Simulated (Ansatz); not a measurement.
`N#C[Si](Cl)(Cl)C#N` + `CC(C)C#N` → `N#C[Si](Cl)(C#N)C#N` + `CC(C)Cl`  (formal exchange of groups at the Si–Cl bond)

Program: Ansatz. Geometries: PBE0-D4/def2-TZVP. ΔE: electronic, gas phase. CCSD(T)/CBS adds triple-zeta CCSD(T) − MP2 to the extrapolated MP2 energy (def2 sets, frozen cores). Functionals use def2-TZVPP.

CCSD(T)/CBS gives +1.23 eV.

Problem. Another level gave +1.25 eV. Which?
A. CCSD/def2-TZVPP
B. BLYP-D4/def2-TZVPP
C. RPA@PBE/def2-TZVPP
D. r2SCANh/def2-TZVPP

Solution. A. CCSD/def2-TZVPP 1.25, r2SCANh 1.31, RPA@PBE/def2-TZVPP 1.13, BLYP-D4 1.18 eV.

Largest T1 diagnostic among the species: 0.014.

From PBE to PBE0 (25 % exact exchange), in def2-TZVPP and without D4, ΔE moves by +0.07 eV. In def2-TZVPP, CCSD(T) changes the Hartree–Fock value by −0.11 eV (the triples alone add −0.03 eV) and MP2 by −0.08 eV. At CCSD(T), def2-SVP lies +0.03 eV from the extrapolated value and def2-TZVPP −0.01 eV.
